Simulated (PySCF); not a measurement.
Sn(OH)3(SH) (H4O3SSn), SMILES [OH][Sn]([SH])([OH])[OH]. Coordinates come from a PBE-D3(BJ)/def2-SVP optimisation. The def2 effective core potentials stand for the cores of Sn; spin–orbit coupling is left out. Other conformers were not sampled.

Computed equilibrium geometry at PBE-D3(BJ)/def2-SVP (PySCF confirms it by a frequency run) as bond lengths and angles (one conformer of several):
Atoms: O1 Sn2 O3 O4 S5 H6 H7 H8 H9. Bond lengths (Å): O1–Sn2 1.998, O1–H6 0.979, Sn2–O3 2.006, Sn2–O4 2.001, Sn2–S5 2.424, O3–H7 0.978, O4–H8 0.978, S5–H9 1.365. Bond angles (°): Sn2–O1–H6 107.8, O1–Sn2–O3 101.9, O1–Sn2–O4 106.8, O1–Sn2–S5 118.7, O3–Sn2–O4 114.9, O3–Sn2–S5 112.6, O4–Sn2–S5 102.3, Sn2–O3–H7 108.9, Sn2–O4–H8 108.3, Sn2–S5–H9 88.7.
Charge 0, spin multiplicity 1.
